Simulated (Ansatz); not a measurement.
A nudged elastic band was laid between two geometries of C3H10Si + FH (16 atoms, charge 0, multiplicity 1).

Theory: RKS r2SCAN/6-31G* (Ansatz).

```
movable images  : 5
climbing image  : yes
spring          : 0.5 eV/Å²
optimiser       : quadratic models (default)
start path      : through a guess of the saddle point
force threshold : 0.03 eV/Å
iteration limit : 60
end points      : relaxed
```

Initial state:

```xyz
16
Properties=species:S:1:pos:R:3
Si 0.256 -0.184 0.054
H 1.586 0.501 0.282
C 0.561 -2.037 0.166
C -0.349 0.322 -1.652
C -0.919 0.413 1.393
H 1.257 2.309 0.165
F 0.674 3.034 0.034
H 1.278 -2.373 -0.593
H 0.954 -2.321 1.150
H -0.373 -2.593 0.009
H -0.434 1.414 -1.710
H 0.338 -0.008 -2.441
H -1.336 -0.108 -1.867
H -0.568 0.134 2.395
H -1.922 -0.011 1.260
H -1.004 1.506 1.355
```

Final state:

```xyz
16
Properties=species:S:1:pos:R:3
Si -0.140 -0.047 -0.140
H 3.684 2.479 1.322
C 0.536 -1.779 0.071
C -0.930 0.174 -1.821
C -1.334 0.388 1.234
H 3.103 2.150 0.998
F 1.117 0.988 -0.047
H 1.267 -2.021 -0.711
H 1.033 -1.900 1.041
H -0.268 -2.525 0.014
H -1.287 1.201 -1.963
H -0.220 -0.047 -2.629
H -1.790 -0.497 -1.943
H -0.860 0.302 2.219
H -2.205 -0.282 1.225
H -1.705 1.415 1.131
```

Which bonds break or form, and what moves?

Bonds broken: Si1–H2, H6–F7. Bonds formed: Si1–F7, H2–H6. C3H10Si + FH becomes C3H9FSi + H2.

What energy profile does the band end with?

It converged. The highest image is number 2 of 0 to 6, 1.20 eV above the first end and 2.75 eV above the last; the last end lies 1.56 eV below the first. Neighbouring images differ by up to 2.4 eV, so the band resolves the path poorly. Another band between the same ends (5 images) ends at a top of the same energy, where a vibrational analysis finds 1 clearly imaginary mode. The orbitals stay closed-shell, which can raise the energy where a bond breaks towards radicals; this wasn't checked here.

```json
{"image": "0", "path coordinate (Å)": "0.00", "energy (eV)": "0.00", "Si1–H2 (Å)": "1.51", "H6–F7 (Å)": "0.94", "Si1–F7 (Å)": "3.25"}
{"image": "1", "path coordinate (Å)": "2.63", "energy (eV)": "0.07", "Si1–H2 (Å)": "1.51", "H6–F7 (Å)": "0.94", "Si1–F7 (Å)": "3.46"}
{"image": "2", "path coordinate (Å)": "5.26", "energy (eV)": "1.20", "Si1–H2 (Å)": "1.73", "H6–F7 (Å)": "1.21", "Si1–F7 (Å)": "2.01"}
{"image": "3", "path coordinate (Å)": "7.10", "energy (eV)": "-1.18", "Si1–H2 (Å)": "3.06", "H6–F7 (Å)": "1.93", "Si1–F7 (Å)": "1.64"}
{"image": "4", "path coordinate (Å)": "8.95", "energy (eV)": "-1.55", "Si1–H2 (Å)": "4.11", "H6–F7 (Å)": "2.46", "Si1–F7 (Å)": "1.63"}
{"image": "5", "path coordinate (Å)": "10.80", "energy (eV)": "-1.55", "Si1–H2 (Å)": "4.31", "H6–F7 (Å)": "2.54", "Si1–F7 (Å)": "1.63"}
{"image": "6", "path coordinate (Å)": "12.63", "energy (eV)": "-1.56", "Si1–H2 (Å)": "4.81", "H6–F7 (Å)": "2.53", "Si1–F7 (Å)": "1.63"}
```

What is the geometry of the highest image?


```xyz
16
Properties=species:S:1:pos:R:3
Si 0.187 0.121 -0.003
H 0.958 1.345 0.942
C 0.872 -1.614 0.161
C -0.639 0.679 -1.588
C -1.172 0.238 1.322
H 1.616 1.252 0.249
F 1.951 0.699 -0.771
H 1.433 -1.917 -0.728
H 1.560 -1.665 1.016
H 0.067 -2.336 0.350
H -0.707 1.775 -1.607
H -0.073 0.372 -2.474
H -1.662 0.289 -1.653
H -0.794 -0.008 2.323
H -1.982 -0.471 1.090
H -1.615 1.241 1.371
```

The run took 4.8 min on 2 threads of AMD EPYC 9R45 96-Core Processor (Zen 5), with other jobs on the host, peak memory 0.2 GiB.
